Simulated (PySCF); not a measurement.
# Hg (mercury, neutral) across methods

[Xe] 4f14 5d9 6s2 6p1, one real determinant (an excited configuration). All numbers are calculated (PySCF 2.14, scalar relativity by spin-free X2C-1e, in x2c-TZVPPall).

```tsv
method	E (hartree)	mean ε 6s α (eV)	mean ε 6s β (eV)	mean ε 6p α (eV)	Σ⟨r²⟩ (bohr²)	⟨S²⟩
UHF	-19619.58381	-12.633	-10.657	-5.465	71.09	2.008
PBE0	-19625.19	-10.419	-9.389	-3.641	70.10	2.002
r2SCAN	-19625.45	-9.728	-8.814	-3.078	69.95	2.003
LDA	-19613.48	-9.674	-9.010	-2.927	70.07	2.001
```

**Question.** Estimate the same row for PBE.

**Answer.** E (hartree) = -19625.44; mean ε 6s α (eV) = -9.399; mean ε 6s β (eV) = -8.639; mean ε 6p α (eV) = -2.855; Σ⟨r²⟩ (bohr²) = 70.33; ⟨S²⟩ = 2.001.

⟨L²⟩ = 7.97 against 12 for a pure F term, so this real determinant mixes terms. Spin-orbit coupling, absent here, splits the open shell strongly.
